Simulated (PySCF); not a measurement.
A structure optimised at PBE-D3(BJ)/def2-SVP, used in a PySCF frequency run:

```xyz
13

F      0.8317     1.8876    -0.0062
Si     0.1025     0.5450    -0.5416
F      0.3381     0.5034    -2.1394
O     -1.4997     0.6089    -0.2270
Si    -2.6104    -0.3184     0.6448
O      0.7792    -0.7698     0.1670
Si     2.2309    -1.2485     0.8844
H     -2.7277    -1.6864     0.0363
H     -3.9252     0.3947     0.5722
H     -2.1672    -0.4411     2.0753
H      2.3349    -0.6503     2.2576
H      3.3940    -0.7994     0.0465
H      2.2040    -2.7436     0.9749
```

Write its SMILES and formula.

F[Si](F)(O[SiH3])O[SiH3], F₂H₆O₂Si₃

What are its rotational constants (standard atomic weights)?

1.7704, 0.97003, 0.75701 GHz
